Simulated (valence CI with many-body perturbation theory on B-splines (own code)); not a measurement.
Questions on Ru XXX

Level of theory: valence CI with perturbative core correlation (CI+MBPT): five valence electrons over a frozen Dirac-Fock core [Ne], a basis of 9 s, 9 p, 8 d, 6 f, 3 g, 1 h functions for each j, with the one-electron correlation potential Σ1, the two-electron term Σ2, the three-electron term Σ3, Breit, model QED; selected CI, second order for the rest, scaled by the run's own slope (own B-spline code, finite nucleus).

No measured spectrum was set against this ion. As an estimate, large intervals hold to a few tenths of a per cent, small ones and those within an open d or f shell to about a per cent. Among the levels kept, up to 1700 cm⁻¹ of a level comes from second order outside the variational space, and about a tenth of that is noise between levels of different J, which matters for small intervals.

Levels are named by their leading jj configuration (3d3/2^4 stands for four electrons in 3d with j = 3/2), which in mixed levels can hold well under half, so a name can repeat and another be missing.

Rates and lifetimes use the calculated energies. Strong lines usually hold to 10 to 20 %, long lifetimes can be off by a factor of two.

**Question.** What is the ground level?

**Answer.** (3s^2 3p1/2^2 3p3/2) J=3/2, composition 42 % 3s²3p³ ⁴S° + 36 % 3s²3p³ ²P° + 20 % 3s²3p³ ²D°, g = 1.507.

**Question.** Where does the other parity begin?

**Answer.** At (3s 3p1/2^2 3p3/2^2) J=5/2, 806610 cm⁻¹.

**Question.** Among levels below 1518500 cm⁻¹, which E1 lines absorb most strongly from the ground level?

**Answer.** to (3s^2 3p1/2 3p3/2 3d3/2) J=3/2 at 7.663 nm, f = 0.249; to (3s^2 3p1/2 3p3/2 3d3/2) J=5/2 at 7.619 nm, f = 0.231; to (3s^2 3p1/2 3p3/2 3d3/2) J=1/2 at 7.526 nm, f = 0.101.

**Question.** What are the static dipole polarisabilities of the lowest levels?

**Answer.** (3s^2 3p1/2^2 3p3/2) J=3/2 0.0322 (tensor 0.0020); (3s^2 3p1/2 3p3/2^2) J=3/2 0.0341 (tensor 0.0012); (3s^2 3p1/2 3p3/2^2) J=5/2 0.0340; (3s^2 3p1/2 3p3/2^2) J=1/2 0.0335 bohr³, of which the core gives 0.000479.

**Question.** How well does LS coupling describe the low levels?

**Answer.** Among the lowest 20 levels the leading LS term, summed over configurations, holds 57 % on average. For single configurations the figures are 52 % in LS and 72 % in jj coupling. Terms mix most in the J = 3/2 level at 886770 cm⁻¹, where the leading one holds 33 %.
